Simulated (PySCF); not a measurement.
Compound: C₃H₈O₂Si.
Bonds: C1–C2, C2–O3 (double), C2–C4, C4–Si5, Si5–O6. Hydrogens: H7, H8, H9 on C1; H10, H11 on C4; H12, H13 on Si5; H14 on O6.

The same species was optimised twice, with GFN2-xTB and with PBE0-D3(BJ)/def2-SVP (PySCF), and the same property calculations (PySCF, gas phase) were run on both structures.

| coordinate | GFN2-xTB | PBE0-D3(BJ)/def2-SVP | change |
| --- | --- | --- | --- |
| Si5–O6 (Å) | 1.612 | 1.656 | +0.044 |
| C4–Si5 (Å) | 1.931 | 1.904 | -0.027 |
| C2–C4 (Å) | 1.480 | 1.503 | +0.023 |
| C1–C2 (Å) | 1.507 | 1.502 | -0.005 |
| C2=O3 (Å) | 1.217 | 1.218 | +0.001 |
| C2–C4–Si5 (°) | 105.7 | 109.4 | +3.7 |
| C1–C2–C4 (°) | 116.1 | 117.9 | +1.8 |
| O3–C2–C4 (°) | 121.8 | 120.8 | -1.0 |
| C1–C2–O3 (°) | 122.0 | 121.3 | -0.7 |
| C4–Si5–O6 (°) | 107.2 | 106.5 | -0.7 |
| C1–C2–C4–Si5 (°) | 109 | 126 | +17 |
| C2–C4–Si5–O6 (°) | 46 | 52 | +6 |

Rotational constants: A = 4913, B = 1973, C = 1648 MHz (GFN2-xTB) against A = 5346, B = 1854, C = 1521 MHz (PBE0-D3(BJ)/def2-SVP). Point groups within 0.08 Å: C1 and C1. Atoms that the bonding makes alike are paired by their places after alignment.

On the GFN2-xTB structure: HOMO (eV) -7.55 [PBE0/pcSseg-1]; LUMO (eV) -0.78 [PBE0/pcSseg-1]; dipole (D) 3.35 [PBE0/pcSseg-1]; GIAO shielding of C1 (ppm) 151.9 [PBE0/pcSseg-1]; GIAO shielding of C2 (ppm) -29.6 [PBE0/pcSseg-1]; GIAO shielding of O3 (ppm) -308.5 [PBE0/pcSseg-1]; GIAO shielding of C4 (ppm) 150.3 [PBE0/pcSseg-1]; GIAO shielding of Si5 (ppm) 380.1 [PBE0/pcSseg-1]; GIAO shielding of O6 (ppm) 321.8 [PBE0/pcSseg-1].

Problem. What do these properties become on the PBE0-D3(BJ)/def2-SVP structure?

Solution. 
```tsv
property	level	on GFN2-xTB	on PBE0-D3(BJ)/def2-SVP	change
HOMO (eV)	PBE0/pcSseg-1	-7.55	-7.74	-0.19
LUMO (eV)	PBE0/pcSseg-1	-0.78	-0.90	-0.12
dipole (D)	PBE0/pcSseg-1	3.35	3.91	+0.56
energy, GFN2-xTB geometry as zero (kcal/mol)	PBE0/pcSseg-1	0.0	-2.4	-2.4
GIAO shielding of C1 (ppm)	PBE0/pcSseg-1	151.9	149.5	-2.4
GIAO shielding of C2 (ppm)	PBE0/pcSseg-1	-29.6	-32.4	-2.8
GIAO shielding of O3 (ppm)	PBE0/pcSseg-1	-308.5	-307.3	+1.2
GIAO shielding of C4 (ppm)	PBE0/pcSseg-1	150.3	151.7	+1.4
GIAO shielding of Si5 (ppm)	PBE0/pcSseg-1	380.1	372.8	-7.3
GIAO shielding of O6 (ppm)	PBE0/pcSseg-1	321.8	314.5	-7.3
```

The heavy atoms differ by 0.194 Å rms after alignment (one structure mirrored). Among bonds between heavy atoms Si5–O6 changes most (+0.044 Å). Changes are differences of the printed values. Neither structure is proved a minimum here.

Shape of the structure used: `[CH3:1][C:2](=[O:3])[CH2:4][SiH2:5][OH:6]`: C1–C2–C4–Si5 126°, C2–C4–Si5–O6 52°, H–O6–Si5–C4 -26°.
